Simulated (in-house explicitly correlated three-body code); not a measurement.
Computed with an exponentially correlated three-body code. Model: two electrons around a point charge, non-relativistic, variational in 260 exponentially correlated functions (energies converged to about 1e-7 hartree, or 1e-8 relative for large Z).

Command:
```bash
python run_hyl.py task.json out
```
Settings (lengths in bohr, energies in hartree):
```
Z                      4
nuclear_mass           3
interaction_strength   1
functions              260
states_tried           13
```

Run time, properties included: 67 s on 1 thread of Arm Neoverse N1 (shared host).

**Those bound S and P states to n = 4 that converged, binding against the one-electron ion.**

Given: nuclear charge 4; mass of the centre 3 electron masses.

Computed: one-electron threshold -6 hartree.

```json
{"term": "1 1S", "energy (hartree)": "-10.2796574", "binding (eV)": "116.46"}
{"term": "2 3P", "energy (hartree)": "-7.10426798", "binding (eV)": "30.049"}
{"term": "2 3S", "energy (hartree)": "?", "binding (eV)": "?"}
{"term": "2 1S", "energy (hartree)": "?", "binding (eV)": "?"}
{"term": "2 1P", "energy (hartree)": "-6.77638095", "binding (eV)": "21.126"}
{"term": "3 3S", "energy (hartree)": "-6.42367016", "binding (eV)": "11.529"}
{"term": "3 1S", "energy (hartree)": "-6.41100139", "binding (eV)": "11.184"}
{"term": "4 3S", "energy (hartree)": "-6.23474296", "binding (eV)": "6.3877"}
{"term": "4 1S", "energy (hartree)": "-6.22951399", "binding (eV)": "6.2454"}
```

(1) What belongs in the row 2 3S?

(2) What belongs in the row 2 1S?

**Converged states only, values per electron or pair.**

```tsv
term	mean r (bohr)	mean r squared (bohr²)	mean inverse r (1/bohr)	mean r12 (bohr)	mean inverse r12 (1/bohr)	mean cosine	mean p1 dot p2 (bohr⁻²)	delta r1 (bohr⁻³)	delta r12 (bohr⁻³)
1 1S	0.54702	0.40378	2.7872	0.77513	1.7381	0.062166	-0.47586	7.3745	0.72292
2 3P	1.0945	1.8997	1.8618	1.7878	0.68559	-0.036545	-1.0039	4.1889	-
2 3S	?	?	?	?	?	?	?	?	-
2 1S	?	?	?	?	?	?	?	?	?
2 1P	1.5018	3.8537	1.7553	2.5296	0.48987	0.048699	0.015468	4.3784	0.0073043
3 3S	2.911	16.241	1.6359	5.3418	0.23984	0.017481	-0.088706	4.3934	-
3 1S	2.9905	17.226	1.635	5.4999	0.25767	0.011394	-0.15244	4.3883	0.034581
4 3S	5.0464	51.918	1.5761	9.6032	0.13915	0.01041	-0.061099	4.337	-
4 1S	5.1542	54.277	1.5757	9.8186	0.1462	0.0079621	-0.086162	4.3351	0.014416
```

(3) What belongs in the row 2 3S?

(4) What belongs in the row 2 1S?

Answers

(1) energy (hartree): -6.98508837; binding (eV): 26.806.

(2) energy (hartree): -6.94037898; binding (eV): 25.589.

(3) mean r (bohr): 1.4034; mean r squared (bohr²): 3.258; mean inverse r (1/bohr): 1.8086; mean r12 (bohr): 2.356; mean inverse r12 (1/bohr): 0.49884; mean cosine: 0.037091; mean p1 dot p2 (bohr⁻²): -0.091019; delta r1 (bohr⁻³): 4.637.

(4) mean r (bohr): 1.4498; mean r squared (bohr²): 3.53; mean inverse r (1/bohr): 1.8064; mean r12 (bohr): 2.4459; mean inverse r12 (1/bohr): 0.57037; mean cosine: 0.012934; mean p1 dot p2 (bohr⁻²): -0.35246; delta r1 (bohr⁻³): 4.6112; delta r12 (bohr⁻³): 0.11984.
